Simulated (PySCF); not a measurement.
Cartesian coordinates in Å; atom numbers follow the order of the lines, from 1:
```xyz
14

C    -1.480    1.843    1.275
C    -0.786    0.890    1.066
C    -0.004   -0.296    0.736
N    -0.671   -1.316   -0.052
C    -1.794   -1.128   -0.569
C     1.228    0.124   -0.032
F     1.003    0.775   -1.185
C     2.478   -0.121    0.339
F     3.570    0.233   -0.320
F     2.792   -0.750    1.465
H    -2.063    2.687    1.499
H     0.326   -0.788    1.661
H    -2.210   -1.935   -1.154
H    -2.390   -0.217   -0.472
```

Geometry: GFN2-xTB; GIAO absolute shieldings from PySCF, gas phase, non-relativistic, averaged over equivalent atoms.

At BP86/def2-SVP (160 basis functions, 31 s wall time on 1 thread of an Arm Neoverse V1, shared host):
| atoms | σ (ppm) |
| --- | --- |
| C8 | 35.7 |
| C5 | 45.7 |
| C6 | 62.5 |
| C1 | 115.1 |
| C2 | 120.6 |
| C3 | 134.0 |
| N4 | -79.5 |
| F9 | 280.0 |
| F10 | 292.5 |
| F7 | 363.7 |
| H14 | 23.69 |
| H13 | 24.41 |
| H12 | 25.94 |
| H11 | 29.89 |

Problem. Estimate the result of repeating the calculation with PBE0/pcSseg-1.

Solution. 
```json
{"atoms": "C8", "σ at PBE0/pcSseg-1": "19.3", "change": "-16.4"}
{"atoms": "C5", "σ at PBE0/pcSseg-1": "26.3", "change": "-19.4"}
{"atoms": "C6", "σ at PBE0/pcSseg-1": "50.1", "change": "-12.4"}
{"atoms": "C1", "σ at PBE0/pcSseg-1": "98.4", "change": "-16.7"}
{"atoms": "C2", "σ at PBE0/pcSseg-1": "108.0", "change": "-12.6"}
{"atoms": "C3", "σ at PBE0/pcSseg-1": "128.8", "change": "-5.2"}
{"atoms": "N4", "σ at PBE0/pcSseg-1": "-115.8", "change": "-36.3"}
{"atoms": "F9", "σ at PBE0/pcSseg-1": "276.1", "change": "-3.9"}
{"atoms": "F10", "σ at PBE0/pcSseg-1": "292.6", "change": "+0.1"}
{"atoms": "F7", "σ at PBE0/pcSseg-1": "372.9", "change": "+9.2"}
{"atoms": "H14", "σ at PBE0/pcSseg-1": "23.54", "change": "-0.15"}
{"atoms": "H13", "σ at PBE0/pcSseg-1": "23.96", "change": "-0.45"}
{"atoms": "H12", "σ at PBE0/pcSseg-1": "25.91", "change": "-0.03"}
{"atoms": "H11", "σ at PBE0/pcSseg-1": "29.47", "change": "-0.42"}
```

The largest change is at N4 (imine nitrogen). Cost: 190 basis functions, 44 s wall time on 1 thread of an Arm Neoverse V1, shared host. The order of the carbon signals is the same at both levels.
